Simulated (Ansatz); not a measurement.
Reaction (isomerisation): `C=C[SiH](N)Cl` → `N=C([SiH3])CCl`

Isolated molecules relaxed with PBE0-D4/def2-TZVP in Ansatz; ΔE leaves out vibrations. CCSD(T)/CBS is the MP2 limit (def2-TZVPP, def2-QZVPP) plus CCSD(T) − MP2 in def2-TZVPP, frozen cores. Functionals use def2-TZVPP. B3LYP here is the variant with VWN-RPA as its local correlation; programs differ in this. One conformer a species, not always the lowest.

Task: Is it downhill or uphill in electronic energy at CCSD(T)/CBS, and by how much? (Best estimate.)

Result: Ansatz gave: Uphill: ΔE = +281.0 kJ/mol.

Task: What do these levels give: PBE-D4, B3LYP-D4, r2SCAN, HF/def2-TZVPP, SCS-MP2/def2-TZVPP, HF/def2-QZVPP? (An estimate is asked.)

Result: The calculation gave: PBE-D4 256.1, B3LYP-D4 272.3, r2SCAN 275.4, HF/def2-TZVPP 289.6, SCS-MP2/def2-TZVPP 275.6, HF/def2-QZVPP 290.8 kJ/mol.

Largest T1 diagnostic among the species: 0.012.

In def2-TZVPP, CCSD(T) changes the Hartree–Fock value by −18.0 kJ/mol (the triples alone add −4.7 kJ/mol) and MP2 by −6.2 kJ/mol. From PBE to PBE0 (25 % exact exchange), in def2-TZVPP and without D4, ΔE moves by +13.7 kJ/mol.
